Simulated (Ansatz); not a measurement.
Basis-set extrapolation for CH₈AlNOSi (PBE0-D4/def2-TZVP geometry, frozen core, Ansatz 0.2.0). Multiplicity 1, RHF reference.

|  | def2-TZVPP | def2-QZVPP |
| --- | --- | --- |
| HF | -702.746601 | -702.771007 |
| MP2 correlation | -0.840255 | -0.901600 |
| CCSD(T) correlation | -0.925009 | not run |

Energies in hartree. Use E(X) = E(∞) + A·exp(−7.88·√X) for Hartree–Fock and E(X) = E(∞) + B·X^(−2.97) for correlation, with X = 3 and 4, and add CCSD(T) minus MP2 of the smaller set to the MP2 limit.

Task: What is the CCSD(T) energy at the basis-set limit?

Result: HF limit: -702.771007 + (-0.024406) × 0.13774 = -702.77437. MP2 limit: -0.901600 + (-0.061345) × 0.74074 = -0.94704. Higher-order term: -0.925009 − (-0.840255) = -0.08475. Total: -703.80616 hartree, 353.3 kJ/mol below CCSD(T)/def2-TZVPP.
